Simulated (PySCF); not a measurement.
**Correlation energy of Pt (platinum, neutral)**

[Xe] 4f14 5d10, closed-shell 1S (an excited configuration). Computed with PySCF 2.14 in aug-cc-pVDZ-PP with ECP60MDF (5s5p4d2f, 54 functions), with a scalar-relativistic core potential. Frozen: 5s2 5p6; 10 electrons correlated.

| level | correlation energy (mhartree) |
| --- | --- |
| CCSD | -272.96 |
| (T) | -11.13 |
| CCSD(T) | -284.09 |

Diagnostics: T1 = 0.0076, D1 = 0.0107, largest double amplitude 0.022.

Cost of the coupled-cluster step: roughly 1.3 core-seconds, for 10 correlated electrons.
